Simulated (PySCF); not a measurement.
RuS₃ at several levels of theory

All levels use the PBE0 minimum (singlet; Ru–S 2.051 Å (×3); S–Ru–S 120.0° (×3)), basis [Ru def2-SVP with ECP28, S def2-SVP], scalar-relativistic core potentials, density fitting, no spin–orbit coupling, PySCF. For vertical energies the ionised species is a doublet (spins chosen at PBE0 and kept) and the electron-attached one a doublet. Atomisation goes to high-spin ground-configuration atoms, without zero-point energy. Open shells are unrestricted, also as the reference of the correlated levels. A dash marks a value that was not computed or is not defined at that level.

| level | atomisation (kJ/mol) | vertical IP (eV) | vertical EA (eV) | −ε(HOMO) (eV) | gap (eV) |
| --- | --- | --- | --- | --- | --- |
| PBE0 | 1086 | 9.61 | 2.79 | 7.68 | 3.11 |
| HF | 26 | 8.52 | 3.24 | 10.04 | 8.63 |
| MP2 | – | 11.01 | 0.46 | – | – |
| PBE | 1318 | 9.24 | 2.38 | 6.32 | 1.12 |
| B3LYP | ? | ? | ? | ? | ? |
| r2SCAN | – | 9.61 | 2.66 | 6.77 | 1.41 |
| TPSSh | 1150 | 9.57 | 2.64 | 7.16 | 2.18 |
| r2SCAN0 | – | 9.69 | 2.99 | 7.88 | 3.23 |
| M06 | – | ? | ? | ? | ? |

Q: Fill in the row of M06.

A: vertical IP (eV) 9.66, vertical EA (eV) 2.59, −ε(HOMO) (eV) 7.58, gap (eV) 3.06.

Q: Fill in the row of B3LYP.

A: atomisation (kJ/mol) 1089, vertical IP (eV) 9.50, vertical EA (eV) 2.60, −ε(HOMO) (eV) 7.37, gap (eV) 2.76.

Spin contamination in at least one species weakens the values at: HF, MP2.

Without diffuse functions attachment energies tend to come out too low.
